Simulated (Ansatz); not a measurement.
Frontier orbitals of CH$_{5}$FSiSn, SMILES `F[CH]1[SiH2][SnH2]1`.

```xyz
9

F     0.687    1.136    1.786
C     0.263    0.882    0.506
Si    1.110   -0.397   -0.595
Sn   -1.337   -0.526   -0.123
H     0.040    1.821   -0.009
H     1.891    0.000   -1.797
H     1.808   -1.432    0.206
H    -2.612    0.236   -0.945
H    -1.851   -1.719    0.970
```

Charge 0, multiplicity 1. Correlated methods include outer-core shells of Sn, which these sets cover unevenly. Sn: def2 effective core potential. Geometry: relaxed with PBE0-D4/def2-TZVP. Basis def2-TZVPP, the Gaussian-basis code of Ansatz.

```
functional  HOMO (eV)  LUMO (eV)  gap (eV)
       PBE      -5.50      -1.86      3.64
      PBE0      -6.50      -1.07      5.43
     B3LYP      -6.32      -1.31      5.01
 CAM-B3LYP      -7.69      -0.15      7.54
   ωB97M-V      -8.48       0.56      9.04
        HF      -8.65       1.75     10.40
```

Against PBE, PBE0 changes HOMO and LUMO by −1.00 and +0.78 eV, ωB97M-V by −2.98 and +2.42 eV. A gap of 3.65 eV thus becomes 9.04 eV for the same molecule, so an orbital gap means little without its functional. A positive LUMO is unbound and depends on the basis.

B3LYP here is the variant with VWN-RPA as its local correlation; programs differ in this.
